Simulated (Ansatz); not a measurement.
`CC(=O)[O][Ge]([F])([F])[F]` and `[OH][Ge]([F])([F])[F]` differ in one atom or group.

Ansatz, PBE0-D4/def2-TZVP geometries, multiplicity 1. Each molecule was computed in one conformer, which needn't be the lowest.

Scalar relativity is left out up to krypton.

| property | `CC(=O)[O][Ge]([F])([F])[F]` |
| --- | --- |
| HOMO energy (PBE/def2-TZVPP) / eV | -8.21 |
| HOMO energy (B3LYP/def2-TZVPP) / eV | -9.71 |
| LUMO energy (ωB97M-V/def2-TZVPP) / eV | 0.98 |
| HOMO–LUMO gap (B3LYP/def2-TZVPP) / eV | 8.08 |
| HOMO–LUMO gap (ωB97M-V/def2-TZVPP) / eV | 13.37 |
| size of the dipole moment (B3LYP/def2-TZVPP) / D | 5.21 |

Question: Give the same properties after the change, and the shifts. (Estimate.)

Answer: Ansatz gave: 
```
                                        property  `[OH][Ge]([F])([F])[F]`  shift
               HOMO energy (PBE/def2-TZVPP) / eV                    -8.80  -0.59
             HOMO energy (B3LYP/def2-TZVPP) / eV                   -10.40  -0.69
           LUMO energy (ωB97M-V/def2-TZVPP) / eV                     0.73  -0.25
           HOMO–LUMO gap (B3LYP/def2-TZVPP) / eV                     8.72   0.64
         HOMO–LUMO gap (ωB97M-V/def2-TZVPP) / eV                    13.94   0.57
size of the dipole moment (B3LYP/def2-TZVPP) / D                     2.23  -2.98
```

With PBE0 the HOMO falls by 0.74 eV and the LUMO rises by 0.09 eV, so the gap widens by about 0.83 eV. PBE moves the HOMO by -0.59 eV and ωB97M-V by -0.83 eV. The zero-point energy changes by -101.3 kJ/mol with -15 modes. Dipoles are sizes alone; their direction can turn.

B3LYP here is the variant with VWN-RPA as its local correlation; programs differ in this.
